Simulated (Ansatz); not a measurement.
A cut through the energy surface

CH₃FMgO (SMILES C[O][Mg][F]), closed shell, at its PBE0-D4/def2-TZVP minimum:

```
7
angstrom
C 0.0371 1.1513 0.1080
O 0.0035 -0.2195 -0.0254
Mg -0.0389 -1.9614 -0.1985
F -0.0813 -3.7030 -0.3717
H -0.8034 1.6303 -0.4136
H -0.0175 1.4577 1.1621
H 0.9618 1.5767 -0.3066
```

The bond length C1–O2 (1.378 Å at the minimum) is set to the values below, the two halves moving rigidly along the bond. Each method's energies count from its own value at the PBE0-D4 minimum structure. Ansatz 0.2.0; basis: def2-TZVPP; cores frozen in the correlated methods. The outer core shell of Li, Na, Mg and K is correlated. The def2 sets are not built for correlating such inner shells, so the correlated values are less sure here. B3LYP uses VWN-RPA correlation.

```csv
bond length (Å),CCSD(T) (kJ/mol),PBE-D4 (kJ/mol),MP2 (kJ/mol)
1.130,214.8,210.6,213.6
1.188,113.4,111.8,112.6
1.273,31.2,31.4,30.9
1.372,0.3,0.4,0.3
1.482,13.7,11.7,13.9
1.601,57.8,52.2,58.3
1.727,119.3,109.4,120.4
1.859,188.0,173.7,190.3
1.998,257.4,239.8,262.1
```

Minimum and curvature along this coordinate at CCSD(T): A fifth-order fit through the nearest points gives 1.388 Å, with a curvature of about 39 eV/Å².

Question: Treat the two halves as rigid bodies and work out the harmonic wavenumber of this stretch from that curvature (ν̃ = 521.5 √(k/μ) cm⁻¹ with k in eV/Å² and μ in u).

Answer: The halves weigh 15.04 and 59.30 u, so μ = 15.04 × 59.30/74.34 = 11.997 u and ν̃ = 521.5 √(39/11.997) ≈ 940 cm⁻¹. A true normal mode mixes in other motions, so this is a guide only.

Largest difference from the CCSD(T) curve over the scan: r2SCAN-D4 10.6; PBE0-D4 19.0; B3LYP-D4 8.8; wB97M-V 12.6 kJ/mol. Each curve counts from its own value at the minimum.

The T1 diagnostic stays at or below 0.017. The restricted Hartree–Fock reference is unstable towards an unrestricted one here.

For scale, one of the runs: CCSD(T)/def2-TZVPP, 167 basis functions (an equivalent command: `ansatz run in.yaml --threads 4`). Time: 39 s of wall clock on 4 CPU threads; the host was shared. Peak host memory: 1.6 GiB.
